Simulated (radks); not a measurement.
Neutral iridium, 77 electrons, occupied as [Xe] 4f14 5d7 6s2 (the NIST ground configuration). All-electron calculation, scalar-relativistic Kohn-Sham, r2SCAN, spin-polarised, spherical densities, finite nucleus; open shells are filled with parallel spins first (spin-orbit coupling, left out, can overturn this in heavy ions); meta-GGA in the generalised Kohn-Sham scheme; Fermi nuclear charge, rms radius 5.4032 fm; hard spherical wall at 2.5 bohr. Program: a radial shooting solver on a logarithmic mesh with Libxc functionals.

Radial electron density D(r) = 4 pi r^2 rho(r):

```
   r/bohr * D(r) (the largest magnitude, 143, reaches the edge; | marks zero)
 0.001866 |        *
  0.00243 |           *
 0.003139 |                *
 0.004088 |                      *
 0.005323 |                            *
 0.006931 |                                  *
 0.008954 |                                      *
  0.01166 |                                        *
  0.01518 |                                      *
  0.01961 |                                    *
  0.02553 |                                    *
  0.03325 |                                          *
   0.0433 |                                                   *
  0.05593 |                                                      *
  0.07282 |                                                *
  0.09483 |                                          *
   0.1235 |                                              *
   0.1595 |                                                 *
   0.2077 |                                     *
   0.2704 |                          *
   0.3521 |                              *
   0.4549 |                             *
   0.5923 |                 *
   0.7713 |         *
   0.9963 |       *
    1.297 |     *
    1.689 |   *
      2.2 |*
```

D(r) has 4 maxima, at r = 0.0117, 0.0537, 0.150, 0.391 bohr, and minima at 0.0226, 0.0964, 0.277 bohr, inside which lie 1.90, 11.02, 29.94 electrons.
